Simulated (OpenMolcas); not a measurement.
V III: effect of the IPEA shift

| Property | Result |
| --- | --- |
| Program | OpenMolcas 26.06 |
| Basis | ANO-RCC-VTZP [6s5p3d2f1g] |
| Scalar Hamiltonian | DKH2, point nucleus |
| Active space | 3 electrons in 10 orbitals (3d 4d) |
| State averaging | 2S+1 = 4 even, 10 roots; 2S+1 = 2 even, 40 roots |
| Spin-orbit coupling | RASSI with atomic mean-field integrals over the reference wave functions, term energies averaged over their components |

Methods on the same reference wave functions:
A. CASSCF
B. MS-CASPT2, IPEA 0 Eh, imaginary shift 0.1 Eh (closed shells correlated: 3s 3p)
C. MS-CASPT2, IPEA 0.25 Eh, imaginary shift 0.1 Eh (closed shells correlated: 3s 3p)

Energies in cm-1 above 3d3 4F 3/2, the measured ground level; measured values from Sugar and Corliss, J. Phys. Chem. Ref. Data 7, 1191 (1978).

```tsv
Level	A	B	C	Measured
3d3 4F 3/2	0.0	0.0	0.0	0.0
3d3 4F 5/2	155	156	156	146
3d3 4F 7/2	368	369	369	342
3d3 4F 9/2	637	637	637	584
3d3 2G 7/2	14310	11780	12140	11966
3d3 4P 1/2	14340	11720	11890	11514
3d3 4P 3/2	14418	11790	11960	11592
3d3 2G 9/2	14544	12020	12380	12187
3d3 4P 5/2	14599	11980	12150	11770
3d3 2H 9/2	18949	17000	17250	16811
3d3 2P 1/2	19060	15350	15660	15580
3d3 2H 11/2	19139	17190	17450	16978
3d3 2P 3/2	19146	15400	15720	15550
3d3 2D 3/2(1)	20494	16420	16800	16330
3d3 2D 5/2(1)	20673	16550	16950	16375
3d3 2F 7/2	32962	28090	28490	27728
3d3 2F 5/2	33059	28190	28580	27847
3d3 2D 5/2(2)	50657	44100	44350	42267
3d3 2D 3/2(2)	50757	44200	44450	42371
```

Deviations, from unrounded energies. A percentage is the sum of absolute deviations over the sum of measured energies, with the sign that they share, or ± where signs differ.

```tsv
Against measurement	Levels	A	B	C
mean absolute deviation (cm-1)	18	3400	360	530
fine structure of the ground term (%)	3	+8.3	+8.6	+8.6
other terms of the ground configuration (%)	15	+20.3	±2.1	+3.2
```

B lies closest to measurement on these levels and A furthest from it. The largest miss of B in the table is 3d3 2D 5/2(2), by +1800 cm-1. The ranking rests on the paired levels alone, and a cruder setting can come out closer through cancelling errors.

Between B and C the level of the table that moves most is 3d3 2D 5/2(1), by 400 cm-1 (lowest in B, highest in C). Moves below CASPT2's spread within the term are not significant.

The mean deviations of B to C differ by less than CASPT2's widest spread within a term (940 cm-1), so their order carries little weight.

From A to B the spin-free energies of the other terms of 3d3 shown, above 4F, scale by factors of 0.80 to 0.90, as is usual when dynamic correlation screens the repulsion within a d or f shell.

The lowest spin-free term lies below A's lowest term by 0.323 hartree in B, 0.318 hartree in C.

Term energies are means over components that CASPT2 splits; among the terms shown or strongly mixed into the levels shown the widest spread is 940 cm-1 (3d3 4F, B). Some levels mix across a computed gap that differs much from the measured one, so their mixing is not that of the real levels. Active for correlation alone: 4d; no level in the range computed is led by a configuration that fills it, so any true level of that kind is missing. Without dynamic correlation excited terms often stand tens of per cent too high (terms of higher spin than the ground term too low), and those without a measured partner can miss by more than the paired ones (holds for A). The CASPT2 spread within a term exceeds the gap to the next term for 3d3 4P and 3d3 2G, so the order of their levels is uncertain (holds for C). Computed and measured levels are paired by configuration, term and J; levels that our copy of the source lacks, or whose pairing is in doubt (as where it misses far off the trend of its configuration), stay unpaired and out of the deviations. Levels of configurations outside the active space are missing.

A number in round brackets counts repeated terms of one configuration in the order of the reference energies.
